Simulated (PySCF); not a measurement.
propa-1,2-dienylcyclopropane (C₆H₈), SMILES C=C=CC1CC1.

Geometry optimised at PBE0-D3(BJ)/def2-SVP. The values are those of a single conformer.

Level of theory: SMD-M06-2X/6-31G* run with PySCF.

Solvation free energies are E(SMD) − E(gas) at the gas-phase geometry, for 1 M in both phases. In vacuum the dipole moment is 0.50 D.

Q: Estimate the solvation free energies in water, diethylether, benzene. (An estimate is asked for; the answer gives what the named calculation found.)

A: 
```json
[
 {"solvent": "water", "ΔG(solv) (kcal/mol)": "-0.6", "its non-electrostatic (CDS) part": "3.6", "dipole (D)": "0.69"},
 {"solvent": "diethylether", "ΔG(solv) (kcal/mol)": "-5.2", "its non-electrostatic (CDS) part": "-2.5", "dipole (D)": "0.63"},
 {"solvent": "benzene", "ΔG(solv) (kcal/mol)": "-5.1", "its non-electrostatic (CDS) part": "-3.3", "dipole (D)": "0.58"}
]
```
